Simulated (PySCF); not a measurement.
SMILES Cc1cccs1, singlet, GFN2-xTB optimised geometry.

```
12

C      2.20    -0.29     0.00
C      0.71    -0.29     0.00
C     -0.14     0.77     0.00
C     -1.50     0.39     0.00
C     -1.67    -0.95     0.00
S     -0.17    -1.79     0.00
H      2.58    -0.78    -0.90
H      2.57     0.73     0.03
H      2.58    -0.84     0.86
H      0.20     1.79     0.00
H     -2.31     1.10     0.00
H     -2.58    -1.51    -0.01
```

Density from PBE/def2-TZVP (PySCF) at that geometry.

Minimum of the electron density along straight lines between bonded atoms, close to the bond critical point (lines longer than 1.1 times the sum of covalent radii, or with two minima, are not listed):

| bond | length / Å | ρ at the minimum / e bohr⁻³ | ∇²ρ there / e bohr⁻⁵ | position (fraction from the first atom) |
|---|---|---|---|---|
| C1–C2 | 1.487 | (withheld) | -0.65 | 0.48 |
| C2–C3 | 1.358 | 0.331 | -0.94 | 0.51 |
| C3–C4 | 1.415 | 0.299 | (withheld) | 0.50 |
| C4–C5 | 1.354 | 0.333 | -0.95 | 0.49 |
| C2–S6 | 1.737 | 0.208 | -0.39 | 0.47 |
| C5–S6 | 1.722 | 0.213 | -0.42 | 0.48 |
| C1–H7 | 1.090 | 0.276 | -0.92 | 0.64 |
| C1–H8 | 1.087 | 0.277 | -0.93 | 0.64 |
| C1–H9 | 1.090 | 0.276 | -0.92 | 0.64 |
| C3–H10 | 1.076 | 0.285 | -1.00 | 0.64 |
| C4–H11 | 1.075 | 0.286 | -1.01 | 0.64 |
| C5–H12 | 1.072 | 0.288 | -1.02 | 0.65 |

Fill in the missing entries.


- C1–C2, ρ at the minimum / e bohr⁻³: 0.259
- C3–C4, ∇²ρ there / e bohr⁻⁵: -0.82
